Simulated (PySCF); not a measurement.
# Where the electron goes

Species: C₈H₁₁ClO.
SMILES with atom numbers: `[CH2:1]=[CH:2][C@@:3]1([Cl:4])[CH2:5][CH2:6][C@@H:7]2[O:8][C@@H:9]2[CH2:10]1` (hydrogens: H11, H12 on C1; H13 on C2; H14, H15 on C5; H16, H17 on C6; H18 on C7; H19 on C9; H20, H21 on C10)

The calculation used TDDFT CAM-B3LYP/def2-SVPD, vertical, gas phase, core orbitals frozen in the response in PySCF. Isolated species at its PBE0-D3(BJ)/def2-SVP geometry (one conformer only).

Frontier orbitals with the atoms that hold most of them (Löwdin shares over 4%, at most four atoms; ? is withheld):

```json
{"orbital": "LUMO+2", "ε (eV)": "1.64", "atoms": "Cl4 19%, H13 9%, H19 9%, H14 8%"}
{"orbital": "LUMO+1", "ε (eV)": "1.19", "atoms": "C1 15%, H19 7%, C7 7%, H18 7%"}
{"orbital": "LUMO", "ε (eV)": "0.49", "atoms": "?"}
{"orbital": "HOMO", "ε (eV)": "?", "atoms": "?"}
{"orbital": "HOMO-1", "ε (eV)": "-9.42", "atoms": "O8 51%, Cl4 11%, C9 7%, C7 6%"}
{"orbital": "HOMO-2", "ε (eV)": "-9.74", "atoms": "Cl4 42%, O8 12%, C3 8%, C9 7%"}
{"orbital": "HOMO-3", "ε (eV)": "-10.12", "atoms": "Cl4 49%, O8 12%, C9 10%, C7 9%"}
```

Question: Which atoms hold the LUMO, and with what shares?

Answer: C1 (bonded to C and 2 H) 24%; Cl4 (bonded to C) 22%; C2 (bonded to 2 C and H) 21%; C3 (bonded to 3 C and Cl) 10%. By element: carbon 55% or more, chlorine 22%.

Question: Give the leading atoms of the HOMO.

Answer: C1 (bonded to C and 2 H) 31%; C2 (bonded to 2 C and H) 29%; Cl4 (bonded to C) 18%. By element: carbon 60% or more, chlorine 18%.

Question: What is the HOMO energy, and the HOMO–LUMO gap?

Answer: ε(HOMO) = -9.22 eV; the gap is 9.72 eV (0.3571 hartree).

Question: The HOMO–LUMO gap is 9.72 eV. Where does the response calculation put the lowest singlet, and from which orbitals?

Answer: S1 is at 6.67 eV (f = 0.085), 3.05 eV below the gap, made of HOMO→LUMO (58%), HOMO-4→LUMO (14%), HOMO-2→LUMO (10%). Without the coupling terms of the response equations the lowest excitation would equal the gap.

Next come S2 at 6.72 eV (f 0.0020), HOMO-2→LUMO (48%), HOMO-1→LUMO (16%), HOMO-3→LUMO (14%); S3 at 7.17 eV (f 0.200), HOMO→LUMO (27%), HOMO-1→LUMO (26%), HOMO-4→LUMO (20%); S4 at 7.55 eV (f 0.032), HOMO→LUMO+1 (40%), HOMO-3→LUMO (14%), HOMO→LUMO+4 (11%); S5 at 7.59 eV (f 0.031), HOMO→LUMO+1 (27%), HOMO-1→LUMO (26%), HOMO-3→LUMO (20%).

Löwdin shares depend on the basis, the more so with diffuse functions.
